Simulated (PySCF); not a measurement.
O₂Si₂. Atoms are numbered in the order given.

```xyz
4

Si     0.0000     0.0000     1.2534
Si     0.0000     0.0000    -1.2534
O      0.0000    -1.1801     0.0000
O      0.0000     1.1801     0.0000
```

Geometry optimised at B3LYP-D3(BJ)/def2-SVP.

All values below come from PySCF 2.14.0 with TDDFT-PBE/def2-SVPD.

Vertical excitations. Isolated molecule, no solvent. State labels are in the subgroup D2h.

| state | symmetry | energy (eV) | λ (nm) | f | main pairs |
|---|---|---|---|---|---|
| S1 | B3u | 3.06 | 405 | 0.036 | HOMO→LUMO 98 % |
| S2 | B2g | 3.96 | 313 | 0.000 | HOMO→LUMO+1 85 %, HOMO−2→LUMO 15 % |
| S3 | Au | 4.27 | 290 | 0.000 | HOMO−1→LUMO 100 % |
| S4 | B3g | 4.66 | 266 | 0.000 | HOMO−3→LUMO 78 %, HOMO→LUMO+2 22 % |
| S5 | B3g | 4.86 | 255 | 0.000 | HOMO→LUMO+2 77 %, HOMO−3→LUMO 22 % |
| S6 | B1g | 5.49 | 226 | 0.000 | HOMO−1→LUMO+1 100 % |
| S7 | B2g | 5.51 | 225 | 0.000 | HOMO−2→LUMO 83 %, HOMO→LUMO+1 15 % |
| S8 | B2u | 6.22 | 199 | 0.007 | HOMO→LUMO+4 63 %, HOMO−3→LUMO+1 23 %, HOMO−2→LUMO+2 14 % |
| S9 | B1u | 6.22 | 199 | 0.044 | HOMO→LUMO+3 94 % |
| S10 | Ag | 6.27 | 198 | 0.000 | HOMO−1→LUMO+2 99 % |
| T1 | B3u | 2.11 | 588 | 0 | HOMO→LUMO 97 % |
| T2 | B2g | 3.06 | 405 | 0 | HOMO→LUMO+1 79 %, HOMO−2→LUMO 21 % |
| T3 | B3g | 4.07 | 305 | 0 | HOMO→LUMO+2 97 % |
| T4 | B2g | 4.19 | 296 | 0 | HOMO−2→LUMO 79 %, HOMO→LUMO+1 21 % |
Triplets are in the Tamm–Dancoff approximation, which puts them higher than full response would, so one can lie above its singlet here.
